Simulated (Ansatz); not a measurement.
C₆H₂₂N₄SiSn⁺, that is (NMe2)3Sn-NH-SiH3 with one electron fewer, relaxed as a doublet with UKS PBE-D4/def2-SVP in Ansatz, starting from the PBE-D4/def2-SVP geometry of the neutral singlet. Force threshold 0.03 eV/Å.

In the def2 sets Sn takes a core potential; there is no spin–orbit coupling.

Start:

Cartesian coordinates in Å:
```
Sn -0.147 0.159 0.145
N -0.803 -0.776 -1.565
C -0.148 -0.453 -2.819
C -2.224 -1.037 -1.696
N 1.901 0.050 -0.042
C 2.496 -1.239 -0.333
C 2.736 0.923 0.757
N -1.208 -0.781 1.651
C -1.247 -0.169 2.965
C -1.158 -2.231 1.688
N -0.535 2.171 0.418
Si -0.153 3.400 -0.768
H 0.918 -0.200 -2.649
H -0.619 0.411 -3.358
H -0.182 -1.323 -3.518
H -2.786 -0.204 -2.192
H -2.683 -1.207 -0.702
H -2.401 -1.952 -2.312
H 2.786 -1.818 0.582
H 3.426 -1.114 -0.939
H 1.799 -1.869 -0.924
H 3.062 0.465 1.727
H 2.203 1.866 0.993
H 3.666 1.194 0.202
H -0.400 -0.477 3.632
H -2.187 -0.444 3.499
H -1.220 0.937 2.891
H -2.082 -2.641 2.162
H -0.292 -2.638 2.270
H -1.100 -2.646 0.661
H -1.388 2.327 0.968
H 1.090 2.948 -1.485
H -1.228 3.638 -1.807
H 0.110 4.729 -0.103
```

```json
{"step": "1", "energy (eV)": "-26211.3190", "largest force component (eV/Å)": "0.876", "SCF passes": "56"}
{"step": "2", "energy (eV)": "-26211.4288", "largest force component (eV/Å)": "0.460", "SCF passes": "34"}
{"step": "3", "energy (eV)": "-26211.4489", "largest force component (eV/Å)": "0.192", "SCF passes": "31"}
{"step": "4", "energy (eV)": "-26211.4640", "largest force component (eV/Å)": "0.135", "SCF passes": "34"}
{"step": "5", "energy (eV)": "-26211.4713", "largest force component (eV/Å)": "0.123", "SCF passes": "38"}
{"step": "6", "energy (eV)": "-26211.4766", "largest force component (eV/Å)": "0.084", "SCF passes": "36"}
{"step": "7", "energy (eV)": "-26211.4814", "largest force component (eV/Å)": "0.082", "SCF passes": "32"}
{"step": "8", "energy (eV)": "-26211.4860", "largest force component (eV/Å)": "0.079", "SCF passes": "32"}
{"step": "9 (rejected)", "energy (eV)": "-26211.4858", "largest force component (eV/Å)": "0.171", "SCF passes": "36"}
{"step": "10", "energy (eV)": "-26211.4897", "largest force component (eV/Å)": "0.050", "SCF passes": "33"}
{"step": "11", "energy (eV)": "-26211.4922", "largest force component (eV/Å)": "0.056", "SCF passes": "32"}
{"step": "12", "energy (eV)": "-26211.4933", "largest force component (eV/Å)": "0.049", "SCF passes": "32"}
{"step": "13", "energy (eV)": "-26211.4941", "largest force component (eV/Å)": "0.044", "SCF passes": "31"}
{"step": "14", "energy (eV)": "-26211.4950", "largest force component (eV/Å)": "0.038", "SCF passes": "30"}
{"step": "15", "energy (eV)": "-26211.4955", "largest force component (eV/Å)": "0.039", "SCF passes": "31"}
{"step": "16", "energy (eV)": "-26211.4957", "largest force component (eV/Å)": "0.019", "SCF passes": "31"}
```

Force components are those of the run's own axes.

End:

```xyz
34

Sn   -0.395    0.352   -0.104
N    -0.887   -0.852   -1.688
C    -0.219   -0.558   -2.956
C    -2.303   -1.186   -1.842
N     1.671    0.031    0.129
C     2.218   -1.277   -0.151
C     2.432    0.864    1.031
N    -0.944   -0.726    1.608
C    -0.827   -0.111    2.911
C    -0.880   -2.171    1.579
N    -0.653    2.324    0.342
Si   -0.056    3.608   -0.739
H     0.846   -0.294   -2.792
H    -0.697    0.262   -3.542
H    -0.239   -1.472   -3.590
H    -2.900   -0.403   -2.366
H    -2.776   -1.384   -0.858
H    -2.387   -2.120   -2.441
H     2.361   -1.876    0.783
H     3.226   -1.180   -0.617
H     1.560   -1.842   -0.838
H     2.622    0.353    2.007
H     1.907    1.820    1.223
H     3.432    1.089    0.593
H     0.115   -0.411    3.432
H    -1.668   -0.437    3.567
H    -0.848    0.993    2.835
H    -1.717   -2.604    2.174
H     0.065   -2.555    2.038
H    -0.948   -2.551    0.543
H    -1.535    2.509    0.839
H     1.097    2.965   -1.462
H    -1.083    4.069   -1.736
H     0.413    4.769    0.087
```

By distances, no bond broke or formed. The bond that changes most is Sn1–N5, from 2.06 to 2.10 Å (atoms count from 1).

No frequencies were taken in this run, so the end may be a saddle point.

It took 85 s on 2 threads of AMD EPYC 7R13 on a shared host and a share (18 GiB) of an NVIDIA H100 80GB HBM3, peak host memory 0.98 GiB.
